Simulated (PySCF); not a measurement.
**Dipole response of Pb⁻ (lead, charge -1)**

[Xe] 4f14 5d10 6s2 6p3, high-spin 4S determinant. All numbers are calculated (PySCF 2.14, scalar relativity by spin-free X2C-1e, in x2c-TZVPPall with one added diffuse shell each of s, p, d, f type (12s8p7d4f, 99 functions)). Coupled (time-dependent) response in atomic units; α is the mean over directions.

```csv
method,mean α (bohr³),C₆ (like pair),S(−4)
UHF,182.8,3471,12420
```

S(−4) is the Cauchy moment in α(ω) = α(0) + S(−4) ω² + …

α(iu) at UHF:

```csv
u (hartree),α(iu) (bohr³)
0,182.8
0.0500,157.1
0.100,114.1
0.200,60.47
0.300,37.26
0.500,19.11
0.750,11.07
1.00,7.540
1.50,4.412
2.00,2.999
3.00,1.689
5.00,0.7592
```

A single London oscillator, α(iu) = α/(1 + u²/ω²), gives C₆ = (3/4) ω α². Matching the computed C₆ needs ω = 4 × 3471 / (3 × 182.8²) = 0.138 hartree.

For an ion, C₆ is the dispersion term alone; charge-induced terms of lower order in 1/R come first.

Spin-orbit coupling, which splits the p, d and f shells strongly at this Z, is absent. Spin-orbit coupling is strong in this species (close to jj coupling), so the high-spin LS determinant is a model state, not a physical level.
